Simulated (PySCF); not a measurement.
Br2Zn, charge -1, doublet, at a GFN2-xTB geometry (such geometries of metal compounds can be far from the true shape) (a state made from the parent by changing its charge; the spin is typed, not shown lowest), with bond 2-1 at 2.0 times its length; BLYP/STO-3G run with PySCF.

Input for PySCF:
```python
from pyscf import gto, scf, dft

mol = gto.M(
    atom='''
Zn   -0.447269   -0.631340   -0.743424
Br    0.384361    4.736472   -1.377506
Br    0.414828   -1.511417    1.697686
''',
    basis='sto-3g',
    charge=-1,
    spin=1,
    verbose=4,
)

mf = dft.UKS(mol)
mf.xc = 'blyp'
mf.diis_space = 2
mf.kernel()
mf.analyze()
```

What the program printed (banner, timings and long lists left out):

```
PySCF version 2.14.0

[INPUT] verbose = 4
[INPUT] num. atoms = 3
[INPUT] num. electrons = 101
[INPUT] charge = -1
[INPUT] spin (= nelec alpha-beta = 2S) = 1
[INPUT] symmetry False subgroup None
[INPUT] Mole.unit = angstrom
[INPUT] Symbol           X                Y                Z      unit          X                Y                Z       unit  Magmom
[...]
nuclear repulsion = 397.894940764859
number of shells = 24
number of NR pGTOs = 162
number of NR cGTOs = 54
basis = sto-3g
ecp = {}

******** <class 'pyscf.dft.uks.UKS'> ********
method = UKS
initial guess = minao
damping factor = 0
level_shift factor = 0
DIIS = <class 'pyscf.scf.diis.CDIIS'>
diis_start_cycle = 1
diis_space = 2
diis_damp = 0
SCF conv_tol = 1e-09
SCF conv_tol_grad = None
SCF max_cycles = 50
direct_scf = True
direct_scf_tol = 1e-13
number electrons alpha = 51  beta = 50
XC library pyscf.dft.libxc version 7.1.2
    S. Lehtola, C. Steigemann, M. J. T. Oliveira, and M. A. L. Marques,  SoftwareX 7, 1–5 (2018)
XC functionals = blyp
    A. D. Becke,  Phys. Rev. A 38, 3098 (1988)
    C. Lee, W. Yang, and R. G. Parr,  Phys. Rev. B 37, 785 (1988)
    B. Miehlich, A. Savin, H. Stoll, and H. Preuss,  Chem. Phys. Lett. 157, 200 (1989)
radial grids:
    Treutler-Ahlrichs [JCP 102, 346 (1995); DOI:10.1063/1.469408] (M4) radial grids

becke partition: Becke, JCP 88, 2547 (1988); DOI:10.1063/1.454033
pruning grids: <function nwchem_prune>
grids dens level: 3
symmetrized grids: False
atomic radii adjust function: <function treutler_atomic_radii_adjust>
small_rho_cutoff = 0
Set gradient conv threshold to 3.16228e-05
tot grids = 61488
init E= -6841.26324418762

cycle= 1 E= -6840.04396267809  delta_E= 1.22  |g|= 0.269  |ddm|= 4.04

cycle= 2 E= -6837.84591495839  delta_E=  2.2  |g|= 0.436  |ddm|=  4.1
cycle= 3 E= -6842.00080251784  delta_E= -4.15  |g|= 1.29  |ddm|= 4.21

cycle= 4 E= -6839.93843341947  delta_E= 2.06  |g|= 0.157  |ddm|= 4.29

cycle= 5 E= -6837.8553582391  delta_E= 2.08  |g|= 0.437  |ddm|=  4.1

cycle= 6 E= -6840.79188472414  delta_E= -2.94  |g|= 0.826  |ddm|= 3.76

cycle= 7 E= -6839.92928792561  delta_E= 0.863  |g|= 0.205  |ddm|= 4.18

cycle= 8 E= -6837.89065154946  delta_E= 2.04  |g|= 0.447  |ddm|= 4.11

cycle= 9 E= -6840.94473296614  delta_E= -3.05  |g|= 0.945  |ddm|= 3.77

cycle= 10 E= -6839.93111584527  delta_E= 1.01  |g|= 0.198  |ddm|=  4.2

cycle= 11 E= -6837.87600182132  delta_E= 2.06  |g|= 0.442  |ddm|= 4.11

cycle= 12 E= -6840.92329171042  delta_E= -3.05  |g|= 0.927  |ddm|= 3.77

cycle= 13 E= -6839.93103264733  delta_E= 0.992  |g|= 0.198  |ddm|=  4.2

cycle= 14 E= -6837.87744628007  delta_E= 2.05  |g|= 0.443  |ddm|= 4.11

cycle= 15 E= -6840.92340742033  delta_E= -3.05  |g|= 0.927  |ddm|= 3.77

cycle= 16 E= -6839.93101873412  delta_E= 0.992  |g|= 0.198  |ddm|=  4.2

cycle= 17 E= -6837.87745897416  delta_E= 2.05  |g|= 0.443  |ddm|= 4.11

cycle= 18 E= -6840.9237086689  delta_E= -3.05  |g|= 0.928  |ddm|= 3.77

cycle= 19 E= -6839.93102264512  delta_E= 0.993  |g|= 0.198  |ddm|=  4.2

cycle= 20 E= -6837.8774340246  delta_E= 2.05  |g|= 0.443  |ddm|= 4.11

cycle= 21 E= -6840.92365208879  delta_E= -3.05  |g|= 0.928  |ddm|= 3.77

cycle= 22 E= -6839.93102215519  delta_E= 0.993  |g|= 0.198  |ddm|=  4.2

cycle= 23 E= -6837.87743835167  delta_E= 2.05  |g|= 0.443  |ddm|= 4.11

cycle= 24 E= -6840.92365760906  delta_E= -3.05  |g|= 0.928  |ddm|= 3.77

cycle= 25 E= -6839.93102218231  delta_E= 0.993  |g|= 0.198  |ddm|=  4.2

cycle= 26 E= -6837.87743795963  delta_E= 2.05  |g|= 0.443  |ddm|= 4.11

cycle= 27 E= -6840.92365750188  delta_E= -3.05  |g|= 0.928  |ddm|= 3.77

cycle= 28 E= -6839.93102218514  delta_E= 0.993  |g|= 0.198  |ddm|=  4.2

cycle= 29 E= -6837.87743796234  delta_E= 2.05  |g|= 0.443  |ddm|= 4.11

cycle= 30 E= -6840.92365743379  delta_E= -3.05  |g|= 0.928  |ddm|= 3.77

cycle= 31 E= -6839.9310221842  delta_E= 0.993  |g|= 0.198  |ddm|=  4.2

cycle= 32 E= -6837.87743796806  delta_E= 2.05  |g|= 0.443  |ddm|= 4.11

cycle= 33 E= -6840.92365744787  delta_E= -3.05  |g|= 0.928  |ddm|= 3.77

cycle= 34 E= -6839.93102218432  delta_E= 0.993  |g|= 0.198  |ddm|=  4.2

cycle= 35 E= -6837.87743796699  delta_E= 2.05  |g|= 0.443  |ddm|= 4.11

cycle= 36 E= -6840.92365744639  delta_E= -3.05  |g|= 0.928  |ddm|= 3.77

cycle= 37 E= -6839.93102218432  delta_E= 0.993  |g|= 0.198  |ddm|=  4.2

cycle= 38 E= -6837.87743796708  delta_E= 2.05  |g|= 0.443  |ddm|= 4.11

cycle= 39 E= -6840.92365744641  delta_E= -3.05  |g|= 0.928  |ddm|= 3.77

cycle= 40 E= -6839.93102218432  delta_E= 0.993  |g|= 0.198  |ddm|=  4.2

cycle= 41 E= -6837.87743796708  delta_E= 2.05  |g|= 0.443  |ddm|= 4.11

cycle= 42 E= -6840.92365744643  delta_E= -3.05  |g|= 0.928  |ddm|= 3.77

cycle= 43 E= -6839.93102218432  delta_E= 0.993  |g|= 0.198  |ddm|=  4.2

cycle= 44 E= -6837.87743796708  delta_E= 2.05  |g|= 0.443  |ddm|= 4.11

cycle= 45 E= -6840.92365744643  delta_E= -3.05  |g|= 0.928  |ddm|= 3.77

cycle= 46 E= -6839.93102218432  delta_E= 0.993  |g|= 0.198  |ddm|=  4.2

cycle= 47 E= -6837.87743796708  delta_E= 2.05  |g|= 0.443  |ddm|= 4.11

cycle= 48 E= -6840.92365744642  delta_E= -3.05  |g|= 0.928  |ddm|= 3.77

cycle= 49 E= -6839.93102218432  delta_E= 0.993  |g|= 0.198  |ddm|=  4.2

cycle= 50 E= -6837.87743796708  delta_E= 2.05  |g|= 0.443  |ddm|= 4.11
SCF not converged.
SCF energy = -6837.87743796708 after 50 cycles  <S^2> = 0.75000005  2S+1 = 2.0000001
**** SCF Summaries ****
Total Energy =                       -6837.877437967081278
Nuclear Repulsion Energy =             397.894940764859257
One-electron Energy =               -10425.736746552111072
Two-electron Energy =                 3189.964367820170537
Two-electron Coulomb Energy =         3446.557500722933582
DFT Exchange-Correlation Energy =     -256.593132902763159
**** MO energy ****
                             alpha | beta                alpha | beta
[...]
To work with the spin densities directly, `use mulliken_meta_spin()` only printing them here.

 ** Mulliken spin pop alpha/beta on meta-lowdin orthogonal AOs **
 ** Mulliken Spin Density (per AO)  **
spin_pop of  0 Zn 1s        0.00000
spin_pop of  0 Zn 2s        0.00000
spin_pop of  0 Zn 3s        0.00001
spin_pop of  0 Zn 4s        0.00213
spin_pop of  0 Zn 2px       0.00000
spin_pop of  0 Zn 2py       0.00000
spin_pop of  0 Zn 2pz       0.00000
spin_pop of  0 Zn 3px       0.00000
spin_pop of  0 Zn 3py       0.00000
spin_pop of  0 Zn 3pz       0.00001
spin_pop of  0 Zn 4px       0.00446
spin_pop of  0 Zn 4py       0.00481
spin_pop of  0 Zn 4pz       0.03589
spin_pop of  0 Zn 3dxy      0.00000
spin_pop of  0 Zn 3dyz      0.00000
spin_pop of  0 Zn 3dz^2     0.00001
spin_pop of  0 Zn 3dxz      0.00000
spin_pop of  0 Zn 3dx2-y2    0.00000
spin_pop of  1 Br 1s       -0.00000
spin_pop of  1 Br 2s       -0.00000
spin_pop of  1 Br 3s       -0.00000
spin_pop of  1 Br 4s       -0.00000
spin_pop of  1 Br 2px       0.00000
spin_pop of  1 Br 2py       0.00000
spin_pop of  1 Br 2pz       0.00000
spin_pop of  1 Br 3px      -0.00000
spin_pop of  1 Br 3py      -0.00000
spin_pop of  1 Br 3pz      -0.00000
spin_pop of  1 Br 4px       0.00000
spin_pop of  1 Br 4py       0.00001
spin_pop of  1 Br 4pz       0.00000
spin_pop of  1 Br 3dxy     -0.00000
spin_pop of  1 Br 3dyz     -0.00000
spin_pop of  1 Br 3dz^2    -0.00000
spin_pop of  1 Br 3dxz      0.00000
spin_pop of  1 Br 3dx2-y2   -0.00000
spin_pop of  2 Br 1s        0.00000
spin_pop of  2 Br 2s        0.00000
spin_pop of  2 Br 3s        0.00087
spin_pop of  2 Br 4s        0.00456
spin_pop of  2 Br 2px       0.00000
spin_pop of  2 Br 2py       0.00000
spin_pop of  2 Br 2pz       0.00000
spin_pop of  2 Br 3px       0.00014
spin_pop of  2 Br 3py       0.00015
spin_pop of  2 Br 3pz       0.00114
spin_pop of  2 Br 4px       0.09425
spin_pop of  2 Br 4py       0.09616
spin_pop of  2 Br 4pz       0.75541
spin_pop of  2 Br 3dxy      0.00000
spin_pop of  2 Br 3dyz      0.00000
spin_pop of  2 Br 3dz^2     0.00000
spin_pop of  2 Br 3dxz      0.00000
spin_pop of  2 Br 3dx2-y2    0.00000
 ** Mulliken Spin Density (per atom)  **
spin density of  0 Zn =      0.04732
spin density of  1 Br =      0.00000
spin density of  2 Br =      0.95268
 ** Mulliken pop alpha/beta on meta-lowdin orthogonal AOs **
 ** Mulliken pop       alpha | beta **
In total            51.00000 | 50.00000
 ** Mulliken atomic charges   ( Nelec_alpha | Nelec_beta ) **
charge of  0Zn =     -5.95268  (    18.00000     17.95268 )
charge of  1Br =      5.00000  (    15.00000     15.00000 )
charge of  2Br =     -0.04732  (    18.00000     17.04732 )

WARN: System has nonzero charge -1; the dipole moment is origin-dependent.
Location of origin: [0. 0. 0.]

Dipole moment(X, Y, Z, Debye): 22.36489, 131.80648, -11.01858
```

The run did not converge; its last values are not results.
